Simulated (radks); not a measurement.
Values are calculated unless marked as measured or tabulated.
Effect of the nuclear size on the erbium ion Er3+, [Xe] 4f11. Level of theory: Dirac Kohn-Sham, PBE, spin-unpolarised, spherical densities, finite nucleus; open shells fill j = l - 1/2 first; Fermi nuclear charge, rms radius 5.2516 fm (a radial shooting solver on a logarithmic mesh with Libxc functionals). The rms radius is varied about that value; shifts are against it.

rms radius (fm),total energy shift (eV),density at nucleus (e/bohr^3),1s1/2 shift (meV),2s1/2 shift (meV),4p1/2 shift (meV),5s1/2 shift (meV),5p1/2 shift (meV),4f7/2 shift (meV),6s1/2 (empty) shift (meV)
4.5374,-8.16,9.105e+05,-3340,-446,0.176,-3.77,0.117,0.473,-0.647
4.8105,-5.14,8.952e+05,-2110,-281,0.110,-2.38,0.074,0.298,-0.408
5.2516,0,8.728e+05,0.000,0.000,0.000,0.000,0.000,0.000,0.000
5.6402,4.79,8.549e+05,1960,262,-0.102,2.21,-0.069,-0.278,0.380
6.3177,13.7,8.273e+05,5620,750,-0.290,6.34,-0.197,-0.796,1.09

Slopes of the eigenvalues against <r^2> in GHz/fm^2, as finite differences over the two radii next to the reference (eigenvalue slopes, not the field-shift constants of lines): 1s1/2 113000, 2s1/2 15200, 4p1/2 -5.93, 5s1/2 128, 5p1/2 -3.98, 4f7/2 -16.1, 6s1/2 (empty) 22.0.
